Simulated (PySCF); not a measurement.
PySCF 2.14 output of an unrestricted PBE calculation on a single atom or ion in ANO-RCC-VTZP, with the spin-free X2C one-electron Hamiltonian (Gaussian nucleus):

```
SCF conv_tol = 1e-09
number electrons alpha = 7  beta = 5
    J. P. Perdew, K. Burke, and M. Ernzerhof.,  Phys. Rev. Lett. 77, 3865 (1996)
    J. P. Perdew, K. Burke, and M. Ernzerhof.,  Phys. Rev. Lett. 78, 1396 (1997)
    J. P. Perdew, K. Burke, and M. Ernzerhof.,  Phys. Rev. Lett. 77, 3865 (1996)
    J. P. Perdew, K. Burke, and M. Ernzerhof.,  Phys. Rev. Lett. 78, 1396 (1997)
cycle= 1 E= -200.029390567894  delta_E= -0.00562  |g|= 0.00698  |ddm|= 0.127
cycle= 2 E= -200.029414289466  delta_E= -2.37e-05  |g|= 0.00284  |ddm|= 0.0143
cycle= 3 E= -200.029415693431  delta_E= -1.4e-06  |g|= 0.000471  |ddm|= 0.00165
cycle= 4 E= -200.029415751919  delta_E= -5.85e-08  |g|= 2.91e-05  |ddm|= 0.000482
cycle= 5 E= -200.029415752116  delta_E= -1.97e-10  |g|= 5.23e-07  |ddm|= 2.29e-05
converged SCF energy = -200.029415752116  <S^2> = 2.0000036  2S+1 = 3.0000024
```

The run itself started from symmetry-adapted Hartree-Fock orbitals and held the occupation by maximum overlap, on a logarithmic radial grid, so the iterations belong to that start.

**Question.** Which element, charge and spin multiplicity is this?

**Answer.** Mg (magnesium, neutral), multiplicity 3; the state was [Ne] 3p2, high-spin 3P determinant (an excited configuration).
